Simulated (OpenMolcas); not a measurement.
Dy3+ with 6 ligands (oxide) in trigonal prismatic coordination (D3h), a polar angle of 50.1° against the regular 49.1°. A charge of +1.5 e stands 2.4 Å behind each ligand. Ligand basis ANO-RCC-VDZP.

```
Program             : OpenMolcas 26.06
Method              : CASSCF
Basis               : ANO-RCC-VDZP [7s6p4d2f1g]
Scalar Hamiltonian  : DKH2, point nucleus
Active space        : 9 electrons in 7 orbitals (4f)
State averaging     : 2S+1 = 6 odd, 21 roots; 2S+1 = 4 odd, 115 roots kept (CI in the orbitals of an earlier block, 108 in the spin-orbit step); 2S+1 = 2 odd, 82 roots kept (CI in the orbitals of an earlier block, 40 in the spin-orbit step)
Spin-orbit coupling : RASSI with atomic mean-field integrals over the reference wave functions
```

All ligands move together. At R = 2.22 Å the width of the lowest J multiplet is 730 cm-1, and at R = 2.38 Å it is 620 cm-1.

Task: A third run gives 679 cm-1. What distance was it run at?

Result: With a power law R^-n the two known points give n = -ln(620 / 730) / ln(2.38 / 2.22) = 2.35. Then R = 2.22 × (730 / 679)^(1/2.35) = 2.289 Å. The run was at 2.29 Å, so the estimate is off by -0.001 Å.

High states are left out of the spin-orbit mixing, which shifts the levels that they would mix with. The oxide ions are held by bare point charges, a crude embedding. Without dynamic correlation the ligand-field splitting of an f shell can come out too small, at times by half. No measured value stands beside these numbers; the geometry is a model, was not optimised and need not be the one that this ion takes.
